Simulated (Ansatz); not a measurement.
Born–Oppenheimer molecular dynamics of F$_{2}$H$_{2}$OSi (6 atoms, charge 0, multiplicity 1). It starts from a relaxed structure.

Computed with Ansatz 0.2.0, RKS LDA/def2-SVP.

| Quantity | Value |
| --- | --- |
| ensemble | NVT, Nosé–Hoover chain |
| time step | 1 fs |
| steps asked | 150 |
| set temperature | 3000 K |
| thermostat | time constant 300 fs, chain length 5 |
| seed | 158498 |

First frame:

```xyz
6
Properties=species:S:1:pos:R:3
Si -0.087 -0.024 0.084
H 0.153 -0.048 1.545
F 1.299 0.119 -0.718
O -1.089 1.214 -0.257
H -1.357 1.375 -1.180
F -0.709 -1.421 -0.414
```

(1) How far do the bonds stretch over the last three quarters of this one trajectory? (Pairs bonded in most of those frames.)

Answers

(1) 
```json
{"bond": "Si1–H2", "mean (Å)": "1.491", "spread (Å)": "0.020", "shortest": "1.46", "longest": "1.53"}
{"bond": "Si1–F3", "mean (Å)": "1.629", "spread (Å)": "0.075", "shortest": "1.50", "longest": "1.75"}
{"bond": "Si1–O4", "mean (Å)": "1.640", "spread (Å)": "0.053", "shortest": "1.56", "longest": "1.73"}
{"bond": "Si1–F6", "mean (Å)": "1.629", "spread (Å)": "0.049", "shortest": "1.54", "longest": "1.70"}
{"bond": "O4–H5", "mean (Å)": "0.983", "spread (Å)": "0.030", "shortest": "0.93", "longest": "1.04"}
```

Mean temperature of the second half: 1490 K. The conserved energy stayed within 1.6 meV per atom of its start (net change 0.61 meV per atom), so the integration is sound. The mean temperature of the second half is 50 % below the set value. A run of 0.15 ps of so small a system gives no equilibrium averages.

The run took 2.4 min on 1 thread of Arm Neoverse V1, on a shared host, peak memory 0.097 GiB.
